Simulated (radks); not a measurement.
Values are calculated unless marked as measured or tabulated.
Effect of the nuclear size on neutral platinum, [Xe] 4f14 5d9 6s1. Code: a radial shooting solver on a logarithmic mesh with Libxc functionals. Model: Dirac Kohn-Sham, relativistic LDA (MacDonald-Vosko exchange, VWN5 correlation), spin-unpolarised, spherical densities, finite nucleus; open shells fill j = l - 1/2 first; Fermi nuclear charge, rms radius 5.427 fm. The rms radius is varied about that value; shifts are against it.

| rms radius (fm) | total energy shift (eV) | density at nucleus (e/bohr^3) | 1s1/2 shift (meV) | 2s1/2 shift (meV) | 5s1/2 shift (meV) | 5p1/2 shift (meV) | 6s1/2 shift (meV) | 5d5/2 shift (meV) | 6p1/2 (empty) shift (meV) |
|---|---|---|---|---|---|---|---|---|---|
| 4.3633 | -31.2 | 2.117e+06 | -12500 | -1820 | -20.0 | 0.084 | -1.50 | 0.584 | 0.190 |
| 5.2099 | -6.70 | 1.976e+06 | -2680 | -392 | -4.30 | 0.018 | -0.322 | 0.125 | 0.041 |
| 5.427 | 0 | 1.945e+06 | 0.000 | 0.000 | 0.000 | 0.000 | 0.000 | 0.000 | 0.000 |
| 5.91 | 15.5 | 1.881e+06 | 6190 | 906 | 9.94 | -0.040 | 0.744 | -0.290 | -0.094 |
| 6.2899 | 28.3 | 1.836e+06 | 11300 | 1650 | 18.1 | -0.072 | 1.36 | -0.529 | -0.172 |

Slopes of the eigenvalues against <r^2> in GHz/fm^2, as finite differences over the two radii next to the reference (eigenvalue slopes, not the field-shift constants of lines): 1s1/2 275000, 2s1/2 40300, 5s1/2 442, 5p1/2 -1.79, 6s1/2 33.1, 5d5/2 -12.9, 6p1/2 (empty) -4.19.
